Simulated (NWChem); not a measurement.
**Ionisation of MgO**

SMILES: [O]=[Mg]
```xyz
2

Mg     0.0000     0.0000     0.6990
O      0.0000     0.0000    -1.0486
```
Charge 0, spin multiplicity 1.

All runs are NWChem calculations. Structure: optimised with PBE0/def2-SVP, a minimum by its harmonic frequencies.

Basis set: def2-TZVP. The species with one electron less has spin multiplicity 2 and keeps the geometry of the parent. Δ marks differences of total energies (open shells unrestricted). −ε marks an orbital energy of the parent. That orbital need not have the symmetry of the hole or added electron in the Δ rows.

B3LYP has NWChem's definition, with VWN1-RPA local correlation. The structure started from a generated list of species. The stability of the SCF solutions was not checked.

Q: For the first vertical ionisation energy, −ε(HOMO) of HF gives 8.71 eV and −ε(HOMO) of B3LYP gives 5.95 eV. What do −ε(HOMO) of M06-2X, −ε(HOMO) of PBE, ΔB3LYP give?

A: −ε(HOMO) of M06-2X: 7.65 eV; −ε(HOMO) of PBE: 4.80 eV; ΔB3LYP: 7.84 eV.
